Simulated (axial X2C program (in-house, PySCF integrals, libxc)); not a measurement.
**MoSi⁺: cheaper levels and CCSD(T), two-component**

Calculated with an in-house relativistic program for diatomic molecules. Two-component (2c) means X2C with spin–orbit coupling and atomic mean-field two-electron Coulomb and Gaunt terms. Basis: Mo dyall-cv3z [11s12p9d5f3g], Si dyall-v3z [8s7p2d1f] (cores contracted in-house); Gaussian nuclei, density fitting, unrestricted open shells. Masses: Mo 97.905 u, Si 27.977 u.

State: Ω = 5/2 (⟨Sz⟩ = 2.50, ⟨Lz⟩ = 0.00 at HF); fragments Mo+ + Si.

```tsv
level	Re (Å)	ωe (cm⁻¹)	De (eV)
HF	2.740	207.3	0.228
MP2	2.479	290.8	1.48
CCSD	2.518	298.1	1.62
```

Correlated methods: 9 electrons correlated (number of frozen shells: Mo 4 s, 3 p, 1 d; Si 2 s, 1 p), 265 virtual spin orbitals or spinors in MP2, 90 natural virtuals in coupled cluster.

CCSD(T), same Hamiltonian and basis:

Re = 2.499 Å, ωe = 313.1 cm⁻¹, De = 1.78 eV; T1 = 0.045 (Lee–Taylor normalisation).

Give the differences from CCSD(T) in the columns below.



| level | ΔRe (Å) | Δωe (cm⁻¹) | ΔDe (eV) |
| --- | --- | --- | --- |
| HF | 0.241 | -106 | -1.55 |
| MP2 | -0.020 | -22 | -0.30 |
| CCSD | 0.019 | -15 | -0.16 |

The state is a single determinant with fixed occupations, the lowest that a limited PBE0 search found. De is counted from the lowest determinant-based energies of the atoms at the same level, without counterpoise correction. CCSD and (T) use frozen natural virtuals with an MP2 correction for the truncation; (T) itself is uncorrected, so its De runs slightly low. In 2c an atomic determinant is not the ground J level, so De misses part of the atomic spin–orbit lowering. This holds for MP2, CCSD, CCSD(T). Other states lie close and PBE0, whose exact exchange favours high spin, may order them wrongly; the determinant shown need not be the ground state. The nearest other 2c determinant of the search, Ω = 1/2, lies 0.31 eV up at the distance of the search. With several unpaired electrons one determinant need not be a pure state. This is the top spin component of a Σ state; components of lower Ω are not single determinants and can lie lower. The determinant is spin-polarised beyond a pure state at some levels (its spin-free form has ⟨S²⟩ too high), which makes Re and μ there less reliable. The T1 diagnostic is large, a sign of multireference character. With the outer-core shells frozen, correlated bond lengths of heavy atoms tend to come out a few hundredths of an ångström too long.
